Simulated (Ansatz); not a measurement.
Isolated molecules relaxed with PBE0-D4/def2-TZVP in Ansatz; ΔE leaves out vibrations. CCSD(T)/CBS adds triple-zeta CCSD(T) − MP2 to the extrapolated MP2 energy (def2 sets, frozen cores). DFT in def2-TZVPP.

Reaction (formal exchange of groups at a C–C bond): `CC=C([SiH3])[SiH3]` + `C[CH]1[O][AlH]1` → `C[C]1(C)[O][AlH]1` + `C=C([SiH3])[SiH3]`

| level | ΔE (kcal/mol) |
| --- | --- |
| PBE-D4 | 0.2 |
| PBE0-D4 | 0.3 |
| ωB97X-V | -0.4 |
| PBE0 | 0.2 |

Question: What does CCSD(T)/CBS give? (Best estimate.)

Answer: Ansatz gave: -1.2 kcal/mol. The listed levels differ from it by 1.4, 1.5, 0.8, 1.4 kcal/mol.

Largest T1 diagnostic among the species: 0.016.
